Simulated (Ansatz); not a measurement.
Reaction (cleavage of the Ge–Ge bond): `[GeH3][SiH2][GeH2][GeH3]` + `[NH2][GeH2][F]` → `[F][GeH2][NH][GeH3]` + `[GeH3][SiH2][GeH3]`

Isolated molecules relaxed with PBE0-D4/def2-TZVP in Ansatz; ΔE leaves out vibrations. CBS: MP2 limit from def2 TZ/QZ plus the TZ coupled-cluster correction, frozen cores. DFT in def2-TZVPP. For Ge outer-core shells are correlated without core-valence functions, which leaves a few kJ/mol of doubt a bond. Scalar relativity is left out up to krypton. One conformer a species, not always the lowest.

| level | ΔE (eV) |
| --- | --- |
| ωB97M-V | 0.33 |
| CCSD(T)/def2-TZVPP | 0.29 |

Q: What does CCSD(T)/CBS give? (Estimate.)

A: Ansatz gave: +0.32 eV. The listed levels differ from it by 0.01, -0.03 eV.

Q: What do rigid-rotor, harmonic-oscillator terms from PBE0-D4/def2-TZVP frequencies (298.15 K, 1 bar) make of the CCSD(T)/CBS value? (An estimate is asked.)

A: Computed: ΔZPE = -0.07 eV, ΔH = +0.25 eV, ΔS = -9 J/(mol·K), ΔG = +0.27 eV. Modes under 50 cm⁻¹ make the entropy rough.

Largest T1 diagnostic among the species: 0.012.

At CCSD(T), def2-SVP lies −0.13 eV from the extrapolated value and def2-TZVPP −0.03 eV. Leaving LDA and LC-ωPBE aside and taking each functional with its dispersion term where it has one, the values, not all of them listed here, spread over 0.19 eV, from B97M-V to PBE-D4.
